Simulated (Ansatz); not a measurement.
Compare A (`S[SiH]1C[SiH2]C1`) with its isomer B (`[SiH3]C[SiH2]C=S`).

Computed with Ansatz on PBE0-D4/def2-TZVP structures; ΔE is electronic, products minus reactants. CCSD(T)/CBS adds triple-zeta CCSD(T) − MP2 to the extrapolated MP2 energy (def2 sets, frozen cores). Functionals use def2-TZVPP. B3LYP here is the variant with VWN-RPA as its local correlation; programs differ in this. Each species was taken in one conformer, which may not be the lowest.

(1) Which isomer does CCSD(T)/CBS put lower? Give the gap. (An estimate is asked.)

(2) Give E(B) − E(A) in kJ/mol with B3LYP, B2PLYP, PBE0-D4, HF/def2-TZVPP, CCSD(T)/def2-TZVPP, PBE-D4, r2SCAN-D4. (Best estimate.)

Largest T1 diagnostic: 0.014.

Answers

(1) Ansatz gave: A, by 176.5 kJ/mol.

(2) The calculation gave: B3LYP 164.8, B2PLYP 169.4, PBE0-D4 198.7, HF/def2-TZVPP 162.5, CCSD(T)/def2-TZVPP 169.9, PBE-D4 185.5, r2SCAN-D4 191.5. None reverses the order clearly.

From PBE to PBE0 (25 % exact exchange), in def2-TZVPP and without D4, E(B) − E(A) moves by +13.5 kJ/mol. In def2-TZVPP, CCSD(T) changes the Hartree–Fock value by +7.4 kJ/mol (the triples alone add −2.9 kJ/mol) and MP2 by +21.6 kJ/mol.
